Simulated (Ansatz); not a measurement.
Geometry optimisation, Ansatz 0.2.0, RKS PBE/def2-SVP.

Input file:

```yaml
crystal:
  periodic: [false, false, false]
  atoms:
    - { symbol: Si, position_ang: [-0.462746, -0.21796, -0.342271] }
    - { symbol: Cl, position_ang: [0.249661, 0.889522, 2.721371] }
    - { symbol: H, position_ang: [0.574941, -1.0533, 0.326151] }
    - { symbol: H, position_ang: [-0.244227, 1.25486, -0.353733] }
    - { symbol: F, position_ang: [-0.601575, -0.726891, -1.887226] }
    - { symbol: Br, position_ang: [-2.473546, -0.649236, 0.672328] }
    - { symbol: H, position_ang: [-0.994909, 0.397004, 2.73868] }
basis:
  gaussian: { orbitals: def2-SVP }
hamiltonian:
  xc: pbe
relax:
  f_tol: 0.03
  max_steps: 50
```

Run as:

```bash
$ ansatz run input.yaml --threads 2 --pin off --max-ram 3072MiB --backend cpu --events-out ev --progress --plain --runs-dir out
```

Task: Where does it end, and by what steps?

Result: The forces met the threshold. After 5 steps the energy has fallen by 0.047 eV; Cl2 moved furthest, 0.24 Å.

```csv
step,energy less start (eV),largest force component (eV/Å),accepted
0,0.0000,0.838,yes
1,-0.0194,0.986,yes
2,-0.0456,0.074,yes
3,-0.0408,0.145,no
4,-0.0465,0.085,yes
5,-0.0468,0.010,yes
```

```xyz
7
Properties=species:S:1:pos:R:3
Si -0.471 -0.242 -0.382
Cl 0.195 0.918 2.948
H 0.598 -1.065 0.253
H -0.228 1.230 -0.394
F -0.665 -0.745 -1.922
Br -2.400 -0.628 0.706
H -0.981 0.427 2.667
```

Whether the end is a true minimum wasn't checked by a vibrational analysis.

Time of the run: 13 s on 2 threads of Arm Neoverse V1 (shared host), peak memory 0.15 GiB.
